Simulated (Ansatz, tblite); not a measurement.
Spin states of the cluster Pd3H5, each relaxed with PBE-D4/def2-SVP in Ansatz. Electronic energies in the gas phase.

In the def2 sets Pd takes a core potential; there is no spin–orbit coupling. The xTB rows come from tblite. In the doublet, H6 and H8 lie 0.89 Å apart (atoms count from 1), so H2 has formed as a molecule. In the quartet, H6 and H8 lie 0.85 Å apart (atoms count from 1), so H2 has formed as a molecule. The structure comes from a short search, and lower isomers may exist.

Doublet geometry (Cs within 0.1 Å):

| atom | x (Å) | y (Å) | z (Å) |
| --- | --- | --- | --- |
| Pd1 | -0.7247 | -1.8943 | 0.7509 |
| Pd2 | 0.6436 | 0.3097 | 0.0444 |
| Pd3 | -1.0972 | -0.7722 | -1.6962 |
| H4 | 0.0817 | -0.5833 | 1.4294 |
| H5 | -0.3399 | 0.6872 | -1.3412 |
| H6 | 1.6543 | 1.4122 | 0.8881 |
| H7 | -1.7529 | -0.9361 | -0.1624 |
| H8 | 1.5352 | 1.7767 | 0.0870 |

Quartet geometry:

```xyz
8

Pd    0.9567    0.6078   -1.8322
Pd    0.2830   -0.6781    0.4496
Pd   -0.8543    1.6133   -0.2535
H     1.4675   -0.7099   -0.8734
H     0.0777    1.0188    1.0595
H    -0.7176   -1.7695    1.4268
H    -0.7098    1.0564   -1.9393
H    -0.5033   -1.1389    1.9626
```

⟨S²⟩: doublet 0.78 at PBE0-D4/def2-TZVP (pure 0.75), quartet 3.76 at PBE0-D4/def2-TZVP (pure 3.75).

Run but left out: HF/def2-TZVP, PBE-QIDH/def2-TZVP (doublet: ⟨S²⟩ 1.39 to 1.66, where a pure state has 0.75).

Only these spin states were relaxed. Higher spins weren't run and may lie lower.

Estimate which spin state lies lowest at each of these levels, and by how much: GFN1-xTB; GFN2-xTB; PBE-D4/def2-TZVP; r2SCAN-D4/def2-TZVP; B97M-V/def2-TZVP; r2SCANh-D4/def2-TZVP; PBE0-D4/def2-TZVP; ωB97M-V/def2-TZVP.


```csv
level,quartet − doublet (kJ/mol),lowest of these,remarks
GFN1-xTB,91.5,doublet,–
GFN2-xTB,69.3,doublet,–
PBE-D4/def2-TZVP,120.9,doublet,–
r2SCAN-D4/def2-TZVP,107.2,doublet,–
B97M-V/def2-TZVP,89.1,doublet,–
r2SCANh-D4/def2-TZVP,96.2,doublet,–
PBE0-D4/def2-TZVP,88.1,doublet,–
ωB97M-V/def2-TZVP,64.2,doublet,spin-contaminated (⟨S²⟩ 0.84) (doublet)
```

Change of the quartet − doublet gap on mixing in exact exchange, in kJ/mol: PBE to PBE0 (25 % exact exchange) -32.9; r2SCAN to r2SCANh (10 % exact exchange) -11.0. The xTB methods have no spin-polarisation term.
